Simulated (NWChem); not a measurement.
BHOIF; SMILES OB(F)I

```xyz
5

B      0.0240    -1.3204     0.0000
F     -1.1233    -1.9835     0.0000
I     -0.0135     0.8119     0.0000
O      1.2002    -1.9575     0.0000
H      1.1039    -2.9190     0.0000
```
Atoms are numbered in this order, from 1.

Computed with NWChem. Medium grid unless said otherwise, to which SCAN and Minnesota functionals are sensitive. Coordinates come from a PBE0/def2-SVP optimisation. def2 effective core potentials on I; no spin-orbit coupling. Hybrids' shares of exact exchange are those that their runs print; pure functionals count as 0. The functionals differ in more than this share.

```csv
row,share of exact exchange,orbital gap (eV)
PBE/def2-SVP,0.00,5.64
SCAN/def2-SVP,0.00,6.26
B3LYP/def2-SVP,0.20,7.34
MN15/def2-SVP,0.44,withheld
M06-2X/def2-SVP,0.54,9.91
```

Problem. Fit a straight line of the last column on the one before it, predict the withheld value, and compare with the run.

Solution. 
1. Means of the 4 shown rows: x = 0.185, y = 7.287. Slope Σ(x − x̄)(y − ȳ)/Σ(x − x̄)² = 1.427/0.1947 = 7.327; intercept 5.932.
2. The shown rows scatter about the line by 0.222 (root mean square); the largest residual is +0.33, at SCAN/def2-SVP.
3. At x = 0.44 (MN15/def2-SVP; inside the shown range) the line gives 9.16.
4. The run gives 8.90, -0.26 from the line, 1.2 times the scatter.
